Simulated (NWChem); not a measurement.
System: H2TeS2; SMILES S[Te]S

```xyz
5

Te     0.0000     0.0000     0.5948
S      1.8910    -0.0431    -0.8995
H      1.9971     1.2944    -1.0735
S     -1.8910     0.0431    -0.8995
H     -1.9971    -1.2944    -1.0735
```
Atoms are numbered in this order, from 1.

Results from NWChem. Geometry: optimised at PBE0/def2-SVP. No frequency run checked for a minimum. def2 effective core potentials on Te; no spin-orbit coupling. B3LYP is NWChem's, with the RPA form of VWN correlation. Ions are spin-unrestricted doublets at the neutral geometry; other ion states weren't tried.

For level B3LYP/def2-SVP:

| Quantity | Value |
|---|---|
| −ε(HOMO) (eV) | 6.38 |

Q: How do the values read with level PBE/def2-SVP instead?

A: 
- −ε(HOMO) (eV): 5.53
